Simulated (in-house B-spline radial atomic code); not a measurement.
## Ionising Pb2+ with different functionals

Computed with a B-spline radial code for spherical atoms: four-component Dirac-Coulomb Hamiltonian, Fermi nucleus of rms radius 5.5012 fm, spin-restricted, spherical fractional occupations for the functionals. The ionisation energy is the difference of two self-consistent energies, [Xe] 4f14 5d10 6s2 → [Xe] 4f14 5d10 6s1, without Breit or QED terms; ε is the level of the shell that loses the electron (mean over j).

Hybrids are left out here: with spherical fractional occupations of an open shell their exact exchange keeps a self-interaction that integer-occupation calculations don't have.

| method | rung | ΔSCF (eV) | -ε(6s) (eV) |
| --- | --- | --- | --- |
| LDA VWN5 | LDA | 32.86 | 27.85 |
| relativistic LDA | LDA | 32.76 | 27.77 |
| LDA PW92 | LDA | 32.85 | 27.85 |
| LDA exchange-only | LDA | 31.50 | 26.51 |
| PBE | GGA | ? | ? |
| PBEsol | GGA | 32.46 | 27.50 |
| BLYP | GGA | 32.44 | 27.43 |
| RPBE | GGA | 32.23 | 27.27 |
| PW91 | GGA | 32.50 | 27.52 |
| BP86 | GGA | 32.58 | 27.61 |
| AM05 | GGA | ? | ? |
| OLYP | GGA | 32.12 | 27.16 |

Q: What does AM05 give?

A: ΔSCF 32.44 eV, and -ε(6s) = 27.47 eV.

Q: What does PBE give?

A: ΔSCF 32.39 eV, and -ε(6s) = 27.42 eV.

Q: How do they compare with the NIST value?

A: NIST lists 31.937 eV (measured, ground level to ground level). Errors run from -0.44 to +0.92 eV; OLYP is closest (+0.18 eV), but part of that can be cancellation, since the calculations leave out Breit-QED terms, spin polarisation.
